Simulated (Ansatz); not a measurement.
Spectroscopic constants of KAl, multiplicity 3 (an upper state: multiplicity 1 came lower at CCSD(T)/def2-TZVPP on PBE0 minima). No spin–orbit coupling. K is treated without relativity.

Constants: fifth-degree fit in 1/R to seven points, most abundant isotopes. In def2 and cc sets the state is the lowest found near the PBE0 minimum, followed along R.

Correlated levels freeze the inner cores; with def2 sets outer-core shells near the valence are correlated too.

Run with Ansatz (Gaussian basis) for Hartree–Fock, density functionals and correlated methods. Each number belongs to the level named beside it.

D_e counts from each atom's lowest state at the same level, without counterpoise or zero-point energy.

```tsv
level	r_e (Å)	ω_e (cm⁻¹)	ω_e x_e (cm⁻¹)	D_e (eV)	dipole (D)
PBE/def2-TZVPP	3.392	142	0.93	0.69	6.11
PBE0/def2-TZVPP	3.381	…	0.97	0.64	7.04
wB97X-V/def2-TZVPP	3.348	158	1.1	0.49	8.36
CCSD/def2-TZVPP	3.398	147	1.2	0.46	-
CCSD(T)/def2-TZVPP	…	…	1.1	0.51	-
```

Task: Fill in the missing entries.

Result: 
- CCSD(T)/def2-TZVPP, r_e (Å): 3.388
- CCSD(T)/def2-TZVPP, ω_e (cm⁻¹): 149
- PBE0/def2-TZVPP, ω_e (cm⁻¹): 146

Ansatz is a first-principles code.
